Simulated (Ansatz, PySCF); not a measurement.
Molecule: H$_{2}$O, charge 1, multiplicity 2. 
Geometry from a B3LYP-D3(BJ)/def2-TZVP (Ansatz, a program for electronic structure) optimisation:
SMILES: [OH2+]
```xyz
3

O     -0.0919    -0.0271    -0.0646
H     -0.0751    -0.0218     0.9430
H      0.8106     0.2386    -0.4259
```
Charge +1, spin multiplicity 2.

Total electronic energies in hartree. Correlated levels leave the core frozen unless marked. UHF or UKS for open shells. No spin-orbit coupling. Non-relativistic. FCI takes restricted orbitals. Basis-set limits of correlation are two-point, X^-3; Hartree-Fock from the larger set (for Q and 5 zeta extrapolated as (X+1)exp(-9√X)). [CCSD(T)-MP2]/basis is that difference in the basis named.

| level | program | energy (Eh) |
|---|---|---|
| RI-HF/def2-TZVPPD | Ansatz | -75.66125 |
| r2SCAN-D3(BJ)/def2-TZVPD | Ansatz + dftd3 | -75.96583 |
| PBE0/STO-3G | Ansatz | -74.90620 |
| TPSSh-D4/def2-TZVPD | PySCF + dftd4 | -76.00393 |
| r2SCAN0-D4/def2-TZVPD | Ansatz + dftd4 | -75.95762 |
| M06-2X/def2-TZVPD | PySCF | -75.96447 |
| MP2/CBS(def2-TZVPPD,def2-QZVPPD) | Ansatz | -75.8910 |
| RI-MP2/cc-pVTZ | Ansatz | -75.85637 |
| RI-MP2/cc-pVQZ | Ansatz | -75.87829 |
| RI-MP2/def2-QZVPP | Ansatz | -75.87862 |
| SCS-MP2/def2-QZVPPD | Ansatz | -75.88121 |
| CCSD/def2-SVP | Ansatz | -75.73372 |
| CCSD/def2-SVPD | Ansatz | -75.74193 |
| CCSD/CBS(cc-pVQZ,cc-pV5Z) | Ansatz | -75.9039 |
| CCSD(T)/6-31G | Ansatz | -75.69149 |
| CCSD(T)/cc-pwCVTZ | Ansatz | -75.88150 |
| CCSDT(Q)/cc-pVDZ | Ansatz | -75.80656 |
| FCI/cc-pVDZ | Ansatz | -75.80654 |
| RI-MP2/CBS(cc-pVTZ,cc-pVQZ)+[CCSD(T)-MP2]/cc-pVQZ | Ansatz | -75.9095 |
| RI-MP2/CBS(def2-TZVPP,def2-QZVPP)+[CCSD(T)-MP2]/def2-QZVPP | Ansatz | -75.9106 |
| RI-MP2/CBS(def2-TZVPPD,def2-QZVPPD)+[CCSD(T)-MP2]/def2-QZVPPD | Ansatz | -75.9104 |
| CCSD(T)/CBS(cc-pVTZ,cc-pVQZ) | Ansatz | -75.9088 |
| CCSD(T)/CBS(cc-pVQZ,cc-pV5Z) | Ansatz | -75.9101 |

Totals of different functionals don't rank their quality; only differences between species are comparable.
